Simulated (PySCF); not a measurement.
Compound: C5H6OP2.
Bonds: C1–O2, O2–C3, C3–C4 (aromatic), C4–P5 (aromatic), P5–C6 (aromatic), C6–C7 (aromatic), C7–P8 (aromatic), C3–P8 (aromatic). Hydrogens: H9, H10, H11 on C1; H12 on C4; H13 on C6; H14 on C7.

Theory: PBE0-D3(BJ)/def2-SVP geometry optimisation, gas phase in PySCF.

Task: List the bond lengths, angles and torsions at this level.

Result: 
| bond | length (Å) | order |
| --- | --- | --- |
| C1–O2 | 1.405 | single |
| O2–C3 | 1.346 | single |
| C3–C4 | 1.398 | aromatic |
| C4–P5 | 1.725 | aromatic |
| P5–C6 | 1.740 | aromatic |
| C6–C7 | 1.383 | aromatic |
| C7–P8 | 1.740 | aromatic |
| C3–P8 | 1.773 | aromatic |
| C1–H9, C1–H10, C1–H11 | 1.102 | single |
| C4–H12 | 1.098 | single |
| C6–H13 | 1.097 | single |
| C7–H14 | 1.098 | single |

Bonds in one row agree within 0.01 Å and their mean is given. Orders are formal, as drawn. A selection of angles:
| angle | degrees |
| --- | --- |
| O2–C1–H9 | 106.5 |
| O2–C1–H10 | 111.4 |
| H9–C1–H10 | 109.5 |
| H10–C1–H11 | 108.4 |
| C1–O2–C3 | 119.3 |
| O2–C3–C4 | 113.7 |
| O2–C3–P8 | 119.7 |
| C4–C3–P8 | 126.5 |
| C3–C4–P5 | 130.5 |
| C3–C4–H12 | 113.9 |
| P5–C4–H12 | 115.5 |
| C4–P5–C6 | 102.8 |
| P5–C6–C7 | 127.5 |
| P5–C6–H13 | 115.1 |
| C7–C6–H13 | 117.4 |
| C6–C7–P8 | 130.6 |
| C6–C7–H14 | 117.0 |
| P8–C7–H14 | 112.4 |
| C3–P8–C7 | 102.0 |

Dihedral angles: C1–O2–C3–C4 -179° (antiperiplanar).

The 8 heavy atoms lie in one plane (0.003 Å rms). The C–O distances run from 1.346 Å (O2–C3, drawn single) to 1.405 Å (C1–O2, drawn single), a spread of 0.059 Å. The 4 C–P bonds span 1.725 Å (C4–P5, aromatic) to 1.773 Å (C3–P8, aromatic), a spread of 0.048 Å. Of the pairs four or more bonds apart, P8···H11 is among the closest relative to their van der Waals radii: 2.82 Å, 94 % of the sum of Bondi's values. The 6-membered ring C3–C4–P5–C6–C7–P8 has internal angles of 102.0° to 130.6° (sum 720°, against 720° for a flat polygon); it is planar, 0.00 Å rms from its mean plane, widest ring torsion 0°.

Point group: Cs (every atom within 0.08 Å of its image). Stationary, but not proved a minimum. One conformer, not necessarily the lowest.

Time: 36 s of wall time; peak memory 0.65 GiB. Hardware: one thread, Arm Neoverse V1 (aarch64), no GPU (shared host). That covers the optimisation of the geometry.
